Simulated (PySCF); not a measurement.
# Correlation energy of As³⁺ (arsenic, charge +3)

[Ar] 3d10 4s2, closed-shell 1S. Computed with PySCF 2.14 in x2c-SVPall, with scalar relativity by spin-free X2C-1e. Frozen: [Ar] 3d10; 2 electrons correlated.

Total MP2 correlation energy: -28.18 mhartree.

Same-spin part 0.00 and opposite-spin part -28.18 mhartree; SCS-MP2 scales them by 1/3 and 6/5 to -33.82 mhartree.

With two correlated electrons CCSD is exact within the correlated space (frozen core and kept virtual orbitals).

```tsv
level	correlation energy (mhartree)
CCSD	-40.38
```

Diagnostics: T1 = 0.0030, D1 = 0.0042, largest double amplitude 0.101.

Cost of the coupled-cluster step: 0.04 s of wall time on 1 thread of Neoverse-V2 (shared host), for 2 correlated electrons.

Iterations:

```
CC2 = 0
CCSD nocc = 1, nmo = 18
frozen orbitals [0, 1, 2, 3, 4, 5, 6, 7, 8, 9, 10, 11, 12, 13]
max_cycle = 100
direct = 0
conv_tol = 1e-08
conv_tol_normt = 1e-06
diis_space = 8
diis_start_cycle = 0
Init t2, MP2 energy = -2256.63306519719  E_corr(MP2) -0.0281805772205399
Init E_corr(CCSD) = -0.0281805772205744
cycle = 1  E_corr(CCSD) = -0.0361261056134183  dE = -0.00794552839  norm(t1,t2) = 0.040153
cycle = 2  E_corr(CCSD) = -0.038761146489861  dE = -0.00263504088  norm(t1,t2) = 0.0153817
cycle = 3  E_corr(CCSD) = -0.0403858762348723  dE = -0.00162472975  norm(t1,t2) = 0.00619947
cycle = 4  E_corr(CCSD) = -0.0403775824529414  dE = 8.29378193e-06  norm(t1,t2) = 0.000195794
cycle = 5  E_corr(CCSD) = -0.040378968688467  dE = -1.38623553e-06  norm(t1,t2) = 1.05892e-05
cycle = 6  E_corr(CCSD) = -0.0403782846998999  dE = 6.83988567e-07  norm(t1,t2) = 2.03028e-06
cycle = 7  E_corr(CCSD) = -0.0403783392126212  dE = -5.45127214e-08  norm(t1,t2) = 3.17196e-07
cycle = 8  E_corr(CCSD) = -0.0403783525219949  dE = -1.33093737e-08  norm(t1,t2) = 1.23993e-07
cycle = 9  E_corr(CCSD) = -0.0403783584998845  dE = -5.97788957e-09  norm(t1,t2) = 7.67554e-08
CCSD converged
E(CCSD) = -2256.645262978473  E_corr = -0.04037835849988452
```
